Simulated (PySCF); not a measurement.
Molecule: SMILES c1cc([PH2+][BH3-])ccc1, C6H10BP.

Structure with atom numbers: `[BH3-:1][PH2+:2][c:3]1[cH:4][cH:5][cH:6][cH:7][cH:8]1` (H(Xn): hydrogen on atom n).

Geometry PBE0-D3(BJ)/def2-SVP throughout; GIAO in PySCF 2.14, gas phase, one conformer, non-relativistic; equivalent atoms averaged; functional PBE0.

**Question.** How do the absolute shieldings σ depend on the basis set? (a selection of nuclei; ppm; last column core-seconds on 1 thread of an AMD EPYC 9R45 96-Core, shared host)

**Answer.** 
```csv
basis set,functions,B1,P2,C4/C8,C6,C5/C7,H(C5)/H(C7),H(C6),H(C4)/H(C8),H(P2),core-s
STO-3G,54,160.8,649.4,122.0,122.5,123.2,25.34,25.34,25.58,29.40,3.2
6-31G,96,155.7,464.3,71.7,72.9,74.3,25.07,25.09,25.08,27.97,6.7
6-31G*,136,154.9,407.9,68.0,69.4,71.1,24.55,24.55,24.51,26.56,9.2
"6-311+G(2d,p)",284,148.1,351.3,50.9,52.3,53.7,23.85,23.80,23.73,25.71,27
```

**Question.** Which nucleus among those listed moves most, in ppm?

**Answer.** P2 (phosphorus bonded to C, B, 2 H): from 351.3 ppm with 6-311+G(2d,p) to 649.4 ppm with STO-3G. The smallest spread is 1.49 ppm, at H(C5)/H(C7). Proton shifts span only some 12 ppm, so a few tenths of a ppm matter as much there as several ppm in carbon.

**Question.** Taking the largest basis, 6-311+G(2d,p) (284 functions), as the yardstick, rank the others by their worst heavy-atom deviation.

**Answer.** 6-31G* 56.6 ppm (136 functions), 6-31G 113.0 ppm (96 functions), STO-3G 298.1 ppm (54 functions).

A small basis that lands close on one nucleus may do so by chance; judge by the trend and by all nuclei.
